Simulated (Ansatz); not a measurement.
`C[SiH](F)[InH2]` + H–F → `[F][InH2]` + `C[SiH2]F` at 700 K and 1 bar (cleavage of the In–Si bond).

Calculated with Ansatz (gas phase, PBE0-D4/def2-TZVP geometries, no zero-point term in ΔE). CBS: MP2 limit from def2 TZ/QZ plus the TZ coupled-cluster correction, frozen cores. This one scheme is used for every species. Elements past krypton have def2 core potentials. For In outer-core shells are correlated without core-valence functions, which leaves a few kJ/mol of doubt a bond.

| species | CCSD(T)/CBS energy (Eh) | H − E (kJ/mol) | S (J/(mol·K)) |
| --- | --- | --- | --- |
| `C[SiH](F)[InH2]` | -620.39478 | 239.4 | 496.4 |
| H–F | -100.39570 | 45.2 | 198.5 |
| `[F][InH2]` | -290.81142 | 72.4 | 317.2 |
| `C[SiH2]F` | -430.00374 | 203.1 | 369.0 |

H − E and S are ideal-gas, rigid-rotor, harmonic terms from PBE0-D4/def2-TZVP, for one conformer and one mirror image of each species. 1 Eh = 2625.50 kJ/mol, R = 8.31446 J/(mol·K).

By hand: ΔE, ΔH, ΔS and ΔG.

ΔE = (-290.81142) + (-430.00374) − (-620.39478) − (-100.39570) = -0.02468 Eh = -64.8 kJ/mol. Δ(H − E) = 72.4 + 203.1 − 239.4 − 45.2 = -9.1, so ΔH = -73.9 kJ/mol. ΔS = 317.2 + 369.0 − 496.4 − 198.5 = -8.7 J/(mol·K). ΔG = -73.9 − 700 × (-8.7)/1000 = -67.8 kJ/mol.

By hand: the equilibrium constant, and the temperature at which ΔG would vanish if ΔH and ΔS stayed fixed.

log₁₀ K = −ΔG/(RT ln 10) = 5.1. ΔG = 0 at ΔH/ΔS = 8494 K, far beyond where these terms or the molecules hold.

The number of gas molecules stays the same, so ΔS is small and ΔH decides. A doubt of 5 kJ/mol in ΔE shifts log₁₀ K by 0.4 here. Other conformers and mirror images would add mixing entropy, several J/(mol·K) or more a flexible species. These are equilibria of isolated gas molecules and say nothing of rates. Largest T1 diagnostic: 0.016 (customary marks: 0.02 for closed shells, 0.045 for open ones).
